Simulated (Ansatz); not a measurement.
Cu₆P⁻, relaxed as a singlet with RKS PBE0-D4/def2-SVPD in Ansatz, starting from the GFN2-xTB geometry. Force threshold 0.02 eV/Å.

The restricted singlet is unstable towards broken spin symmetry in Hartree–Fock (as tested in another run); at PBE0-D4/def2-SVPD this wasn't settled. The structure comes from a short search, and lower isomers may exist.

Start:

```xyz
7

P     2.012    0.325    2.366
Cu   -2.099    1.387    0.897
Cu   -0.050    0.965    1.838
Cu    2.252   -0.730    0.513
Cu   -1.201   -1.019   -3.021
Cu   -1.599    0.163   -1.055
Cu    0.686   -1.091   -1.538
```

```json
{"step": "1", "energy (eV)": "-277052.8517", "largest force component (eV/Å)": "0.984", "SCF passes": "54"}
{"step": "2", "energy (eV)": "-277053.4060", "largest force component (eV/Å)": "0.615", "SCF passes": "42"}
{"step": "3", "energy (eV)": "-277053.7936", "largest force component (eV/Å)": "0.729", "SCF passes": "40"}
{"step": "4", "energy (eV)": "-277054.0547", "largest force component (eV/Å)": "0.512", "SCF passes": "39"}
{"step": "5", "energy (eV)": "-277054.3071", "largest force component (eV/Å)": "0.368", "SCF passes": "37"}
{"step": "6", "energy (eV)": "-277054.5027", "largest force component (eV/Å)": "0.386", "SCF passes": "36"}
{"step": "7", "energy (eV)": "-277054.7549", "largest force component (eV/Å)": "0.557", "SCF passes": "37"}
{"step": "8", "energy (eV)": "-277055.0094", "largest force component (eV/Å)": "0.508", "SCF passes": "37"}
{"step": "9", "energy (eV)": "-277055.0875", "largest force component (eV/Å)": "0.739", "SCF passes": "37"}
{"step": "10", "energy (eV)": "-277055.1312", "largest force component (eV/Å)": "0.141", "SCF passes": "34"}
{"step": "11", "energy (eV)": "-277055.2186", "largest force component (eV/Å)": "0.362", "SCF passes": "38"}
{"step": "12", "energy (eV)": "-277055.3337", "largest force component (eV/Å)": "0.407", "SCF passes": "37"}
{"step": "13", "energy (eV)": "-277055.4373", "largest force component (eV/Å)": "0.350", "SCF passes": "36"}
{"step": "14", "energy (eV)": "-277055.5024", "largest force component (eV/Å)": "0.319", "SCF passes": "35"}
{"step": "15", "energy (eV)": "-277055.5670", "largest force component (eV/Å)": "0.332", "SCF passes": "37"}
{"step": "16", "energy (eV)": "-277055.6335", "largest force component (eV/Å)": "0.307", "SCF passes": "37"}
{"step": "17", "energy (eV)": "-277055.7044", "largest force component (eV/Å)": "0.262", "SCF passes": "30"}
{"step": "18", "energy (eV)": "-277055.7665", "largest force component (eV/Å)": "0.181", "SCF passes": "30"}
{"step": "19", "energy (eV)": "-277055.8139", "largest force component (eV/Å)": "0.158", "SCF passes": "35"}
{"step": "20", "energy (eV)": "-277055.8518", "largest force component (eV/Å)": "0.104", "SCF passes": "35"}
{"step": "21", "energy (eV)": "-277055.8855", "largest force component (eV/Å)": "0.175", "SCF passes": "35"}
{"step": "22", "energy (eV)": "-277055.9316", "largest force component (eV/Å)": "0.149", "SCF passes": "35"}
{"step": "23", "energy (eV)": "-277055.9811", "largest force component (eV/Å)": "0.112", "SCF passes": "37"}
{"step": "24", "energy (eV)": "-277055.9873", "largest force component (eV/Å)": "0.194", "SCF passes": "37"}
{"step": "25", "energy (eV)": "-277056.0022", "largest force component (eV/Å)": "0.111", "SCF passes": "31"}
{"step": "26", "energy (eV)": "-277056.0059", "largest force component (eV/Å)": "0.022", "SCF passes": "32"}
{"step": "27", "energy (eV)": "-277056.0062", "largest force component (eV/Å)": "0.007", "SCF passes": "34"}
```

Force components are those of the run's own axes.

End:

```xyz
7

P     1.528   -0.924    1.544
Cu   -1.873    2.027    0.616
Cu   -0.223    0.469    1.473
Cu    1.753    0.614   -0.050
Cu   -0.815   -1.258   -2.398
Cu   -0.777    0.548   -0.871
Cu    0.407   -1.476   -0.313
```

Bonds formed: P1–Cu7, Cu3–Cu6, Cu4–Cu6 (atoms count from 1). Metal–metal contacts that move far: Cu3–Cu7 4.02 to 2.71 Å, Cu3–Cu4 3.15 to 2.50 Å.

No frequencies were taken in this run, so the end may be a saddle point.

It took 7.4 min on 4 threads of Arm Neoverse V2 on a shared host, peak host memory 1.2 GiB.
